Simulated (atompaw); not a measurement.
What one change does to a pseudopotential (Mo (Z = 42), PAW (atompaw))

Mo (Z = 42), PAW, made with atompaw 4.2.0.5 (PBE, scalar-relativistic). Core [Ar] 3d10, reference 4s2 4p6 4d5 5s0 5p1. Waves: 4s (bound): rc 1.75 bohr; 5s (bound, empty): rc 1.60 bohr; 4p (bound): rc 1.95 bohr; 5p (bound): rc 2.50 bohr; 4d (bound): rc 2.30 bohr; 4d channel at 0.5 Ry: rc 2.50 bohr. Local part: vpsmatchnc scheme with l = 3 at 1 Ry, radius 2.45 bohr. Core correction: smooth core density matched at 2.15 bohr. Augmentation charge: sinc compensation charge, radius 2.00 bohr; PAW radius 2.50 bohr; waves and projectors: custom polynom gramschmidtortho.

All-electron outer shells of the reference configuration (PBE, scalar-relativistic, ld1.x):

```tsv
shell	level (eV)	outermost node (bohr)	outermost maximum (bohr)
3p	-380.57	0.17	0.38
3d	-222.30	–	0.32
4s	-65.71	0.51	0.99
4p	-39.86	0.52	1.08
4d	-5.03	0.53	1.38
5s	-4.98	1.34	2.89
5p	-1.74	1.54	4.00
```

Change: augmentation sinc compensation charge, radius 2.00 bohr; PAW radius 2.50 bohr; waves and projectors: custom rrkj gramschmidtortho.

Cutoffs: the cutoffs (Ry, on a coarse ladder) from which the occupation-weighted sum of valence levels, in a spherical-Bessel basis at the reference potential, stays within 10 and 1 mRy of its value at 400 Ry; they do not see the model core or the augmentation charge, which bear on the density cutoff.

What does the change do?

The potential gets softer (30 Ry and 40 Ry → 21 Ry and 40 Ry); neither file shows a bound ghost.

| quantity | base | changed |
| --- | --- | --- |
| cutoff, loose | 30 Ry | 21 Ry |
| cutoff, tight | 40 Ry | 40 Ry |
| bound ghosts | none | none |
| s: phases at 2.51 bohr within 0.05 rad from the reference energy up to (Ry; the scan ends near 5) | to the end of the scan | to the end of the scan |
| p: phases at 2.51 bohr within 0.05 rad from the reference energy up to (Ry; the scan ends near 5) | 0.9 | 0.7 |
| d: phases at 2.51 bohr within 0.05 rad from the reference energy up to (Ry; the scan ends near 5) | 1.9 | 1.4 |
| lowest overlap eigenvalue by channel | s 0.18, p 0.61, d 0.76 | s 0.15, p 0.54, d 0.58 |

 The cutoffs see the waves, projectors and local potential, not the compensation charge or the core.
